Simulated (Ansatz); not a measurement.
Reaction (atomization): `O=C1OC(=O)c2ccccc21` → 8 C• + 4 H• + 3 O•

Calculated with Ansatz (gas phase, PBE0-D4/def2-TZVP geometries, no zero-point term in ΔE). CCSD(T)/CBS is the MP2 limit (def2-TZVPP, def2-QZVPP) plus CCSD(T) − MP2 in def2-TZVPP, frozen cores. This one scheme is used for every species, atoms too. For atomizations the MP2-based limit and the directly extrapolated one differ by several kJ/mol either way, and by 10 to 25 for some Ge, Se and Sn compounds, so smaller differences from it don't rank the levels. Functionals use def2-TZVPP. HSE06 is defined as in plane-wave codes. No spin–orbit coupling; open shells (•) take unrestricted orbitals. Spin–orbit coupling would lower the free atoms: a little for C, O.

`O=C1OC(=O)c2ccccc21`:

```xyz
15

O    -1.325    0.866   -2.830
C    -0.461    0.741   -2.026
O     0.835    1.165   -2.264
C     1.639    0.903   -1.168
O     2.793    1.182   -1.149
C     0.789    0.259   -0.148
C     1.095   -0.199    1.118
C     0.059   -0.767    1.849
C    -1.229   -0.866    1.323
C    -1.525   -0.401    0.048
C    -0.487    0.161   -0.669
H     2.098   -0.117    1.516
H     0.252   -1.141    2.848
H    -2.011   -1.315    1.923
H    -2.521   -0.472   -0.370
```

```json
{"level": "PBE-D4", "ΔE (eV)": "86.61", "difference from CCSD(T)/CBS": "4.81"}
{"level": "B97M-V", "ΔE (eV)": "82.68", "difference from CCSD(T)/CBS": "0.88"}
{"level": "r2SCANh-D4", "ΔE (eV)": "82.31", "difference from CCSD(T)/CBS": "0.51"}
{"level": "HSE06-D4", "ΔE (eV)": "83.94", "difference from CCSD(T)/CBS": "2.14"}
{"level": "BHLYP-D4", "ΔE (eV)": "78.38", "difference from CCSD(T)/CBS": "-3.42"}
{"level": "r2SCAN", "ΔE (eV)": "83.07", "difference from CCSD(T)/CBS": "1.27"}
{"level": "CAM-B3LYP", "ΔE (eV)": "82.07", "difference from CCSD(T)/CBS": "0.27"}
{"level": "LC-ωPBE", "ΔE (eV)": "82.78", "difference from CCSD(T)/CBS": "0.98"}
{"level": "HF/def2-SVP", "ΔE (eV)": "59.11", "difference from CCSD(T)/CBS": "-22.69"}
{"level": "MP2/def2-QZVPP", "ΔE (eV)": "84.54", "difference from CCSD(T)/CBS": "2.74"}
{"level": "CCSD(T)/CBS", "ΔE (eV)": "81.80", "difference from CCSD(T)/CBS": "0"}
```

**Question.** What do rigid-rotor, harmonic-oscillator terms from PBE0-D4/def2-TZVP frequencies (298.15 K, 1 bar) make of the CCSD(T)/CBS value? (An estimate is asked.)

**Answer.** The calculation gave: ΔZPE = -2.84 eV, ΔH = +79.69 eV, ΔS = 1852 J/(mol·K), ΔG = +73.97 eV. Open shells count their whole term as degenerate.

Largest T1 diagnostic among the species: 0.015.

In def2-TZVPP, CCSD(T) changes the Hartree–Fock value by +22.06 eV (the triples alone add +2.05 eV) and MP2 by +25.69 eV; breaking electron pairs costs correlation energy, which Hartree–Fock lacks. The D4 term adds +0.80 eV with B3LYP and +0.43 eV with PBE0; it sums over pairs of atoms, weighted by their polarisabilities, and B3LYP, whose exchange is more repulsive, gets the larger term.

B3LYP here is the variant with VWN-RPA as its local correlation; programs differ in this.
